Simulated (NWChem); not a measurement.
Molecule: SiH2O2BrCl; SMILES O[Si](O)(Cl)Br

```xyz
7

O     -1.2412    -0.9508     1.3945
Si    -0.4170    -0.6043     0.0056
O     -1.4113    -0.8854    -1.2927
Cl     1.2397    -1.8214     0.0133
Br     0.2803     1.5214    -0.0657
H     -2.1137    -0.5237     1.4678
H     -1.1255    -0.4889    -2.1351
```
Atoms are numbered in this order, from 1.

Level: PBE-D3(BJ)/def2-SVP (NWChem), optimised geometry, unscaled harmonic frequencies. This build's default masses of Se (78.918 u) and Br (79.917 u) are each other's, which moves their modes by up to 0.6 %.

**Question.** List the harmonic frequencies with IR intensities, and the thermochemistry.

**Answer.** 
```tsv
frequency (cm⁻¹)	IR intensity (km/mol)
108	28.1
142	11.8
189	54.5
236	8.5
249	12.3
265	65.9
307	32.6
423	85.1
568	199.6
790	191.4
795	245.8
885	124.1
966	87.0
3757	114.3
3760	89.4
```

zero-point energy: 19.2 kcal/mol
thermal correction to the enthalpy at 298.15 K (with zero-point energy): 24.4 kcal/mol
heat capacity Cv: 23.4 cal/(mol K)
entropy at 298.15 K and 1 atm (symmetry number 1): 87.2 cal/(mol K)
dipole moment: 2.15 D

Rigid rotor and harmonic oscillator.
